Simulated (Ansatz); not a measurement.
Program: Ansatz. Geometries: PBE0-D4/def2-TZVP. ΔE: electronic, gas phase. CCSD(T)/CBS adds triple-zeta CCSD(T) − MP2 to the extrapolated MP2 energy (def2 sets, frozen cores). This one scheme is used for every species. DFT in def2-TZVPP. B3LYP here is the variant with VWN-RPA as its local correlation; programs differ in this. One conformer a species, not always the lowest.

Reaction (redistribution): `N[CH2][Al]([OH])[SH]` + `NC1BN1` → `[NH2][Al]([OH])[SH]` + `NCC1BN1`

(1) Is it downhill or uphill in electronic energy at CCSD(T)/CBS, and by how much? (An estimate is asked.)

(2) What do these levels give: B3LYP-D4, PBE, r2SCAN, CCSD/def2-TZVPP, HF/def2-QZVPP, HF/CBS(def2)? (Best estimate.)

Largest T1 diagnostic among the species: 0.013.

Results:

(1) Computed: Downhill: ΔE = -33.1 kcal/mol.

(2) Computed: B3LYP-D4 -30.6, PBE -27.4, r2SCAN -31.2, CCSD/def2-TZVPP -33.6, HF/def2-QZVPP -36.1, HF/CBS(def2) -36.1 kcal/mol.

In def2-TZVPP, CCSD(T) changes the Hartree–Fock value by +3.0 kcal/mol (the triples alone add +0.7 kcal/mol) and MP2 by +1.8 kcal/mol. From PBE to PBE0 (25 % exact exchange), in def2-TZVPP and without D4, ΔE moves by −2.5 kcal/mol.
